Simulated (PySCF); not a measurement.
Point-charge models of `C#Cc1cpco1` against its computed dipole.

Coordinates (GFN2-xTB, Å) and charges (e) from the PBE0/pcSseg-1 density (PySCF):

| atom | x | y | z | Mulliken | IAO | Hirshfeld | ESP-fitted |
| --- | --- | --- | --- | --- | --- | --- | --- |
| C1 | 2.634 | -0.746 | 0.001 | -0.3477 | -0.2024 | -0.0853 | -0.2501 |
| C2 | 1.478 | -0.417 | 0.000 | +0.4213 | -0.0356 | -0.0530 | -0.2304 |
| C3 | 0.129 | -0.015 | -0.003 | +0.1328 | +0.1603 | +0.0668 | +0.3799 |
| C4 | -0.343 | 1.269 | -0.066 | -0.4296 | -0.4082 | -0.1290 | -0.2583 |
| P5 | -2.103 | 1.296 | -0.043 | +0.3864 | +0.3100 | +0.0572 | -0.0603 |
| C6 | -2.041 | -0.413 | 0.049 | -0.1384 | -0.2094 | -0.0355 | -0.1431 |
| O7 | -0.824 | -0.958 | 0.062 | -0.3268 | -0.1910 | -0.0389 | -0.1113 |
| H8 | 3.643 | -1.032 | 0.002 | +0.0526 | +0.2096 | +0.0997 | +0.2758 |
| H9 | 0.293 | 2.133 | -0.123 | +0.1248 | +0.1836 | +0.0576 | +0.1976 |
| H10 | -2.856 | -1.114 | 0.099 | +0.1248 | +0.1830 | +0.0604 | +0.2002 |

What dipole does each set of charges give (1 e·Å = 4.803 D), and what does the density give?

The full density gives (0.73, -0.27, 0.00) D, 0.78 D in size; dipole vectors point from the negative to the positive end.

| scheme | μx | μy | μz | size (D) | share of the full size (%) | angle to the full dipole (°) |
| --- | --- | --- | --- | --- | --- | --- |
| Mulliken | -2.49 | 2.31 | -0.09 | 3.39 | 437 | 158 |
| IAO | -0.95 | 1.38 | -0.06 | 1.68 | 216 | 145 |
| Hirshfeld | -0.28 | 0.00 | 0.00 | 0.28 | 36 | 159 |
| ESP-fitted | 0.67 | -0.24 | 0.00 | 0.71 | 92 | 1 |

Which set comes closest?

Length of the difference vector: ESP-fitted 0.07 D, Hirshfeld 1.04 D, IAO 2.36 D, Mulliken 4.12 D. Closest: ESP-fitted. 

What is left for the Hirshfeld atoms' own dipoles?

The Hirshfeld atoms' densities add up to the full density, so μ = Σ q r + Σ (atomic dipoles). The atomic dipoles sum to (0.73, -0.27, 0.00) − (-0.28, 0.00, 0.00) = (1.01, -0.27, 0.00) D, 1.04 D in size.

With the origin at the mean of the coordinates, (0.001, 0.000, -0.002) Å, which are the largest single terms, by size, of the Mulliken dipole along the direction of the full one?

C1 -4.55, P5 -4.50, C2 +3.10, C4 +1.58, H10 -1.37 D; all 10 atoms together -3.14 D. The single terms depend on the origin, their sum doesn't.

Give the size of the full dipole in other units.

0.78 D = 0.305 au = 0.161 e·Å = 2.59 × 10⁻³⁰ C·m.

Isolated species at its GFN2-xTB geometry, gas phase.
